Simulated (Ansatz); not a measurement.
SrS, closed-shell singlet (the spin of the measured ground state), most abundant isotopes (31.9721 and 87.9056 u). Constants from fifth-degree fits in 1/R to seven points on the lowest solution found; no spin–orbit coupling, no relativity up to Kr; ω_e x_e and α_e move by some per cent with the fit.

Correlated levels freeze the inner cores; with def2 sets outer-core shells near the valence are correlated too.

Programs: Ansatz (an electronic-structure program). Values without a source in brackets are computed. In def2 rows elements past Kr take small-core potentials, without spin–orbit coupling.

Total energies (hartree; each atom in its lowest state at that level) and vibrational constants (cm⁻¹):

```json
[
 {"level": "PBE/def2-TZVPP", "E(SrS) at r_e": "-428.765092", "E(S)": "-397.938368", "E(Sr)": "-30.684079", "ω_e": "388", "ω_e x_e": "1.1"},
 {"level": "B3LYP/def2-TZVPP", "E(SrS) at r_e": "-428.960634", "E(S)": "-398.132399", "E(Sr)": "-30.703688", "ω_e": "389", "ω_e x_e": "1.1"},
 {"level": "wB97M-V/def2-TZVPP", "E(SrS) at r_e": "-428.838319", "E(S)": "-398.090714", "E(Sr)": "-30.623854", "ω_e": "407", "ω_e x_e": "0.99"},
 {"level": "CCSD(T)/def2-QZVPP", "E(SrS) at r_e": "-428.398261", "E(S)": "-397.668694", "E(Sr)": "-30.609563", "ω_e": "379", "ω_e x_e": "1.3"}
]
```

**Question.** Work out D_e and D₀ in eV.

**Answer.** 
D_e = E(S) + E(Sr) − E(molecule), times 27.2114 eV; D₀ = D_e − (ω_e/2 − ω_e x_e/4)/8065.54.
- PBE/def2-TZVPP: D_e = 3.882, zero point 0.024, D₀ = 3.858 eV
- B3LYP/def2-TZVPP: D_e = 3.389, zero point 0.024, D₀ = 3.365 eV
- wB97M-V/def2-TZVPP: D_e = 3.367, zero point 0.025, D₀ = 3.342 eV
- CCSD(T)/def2-QZVPP: D_e = 3.265, zero point 0.023, D₀ = 3.242 eV
No counterpoise correction is made.
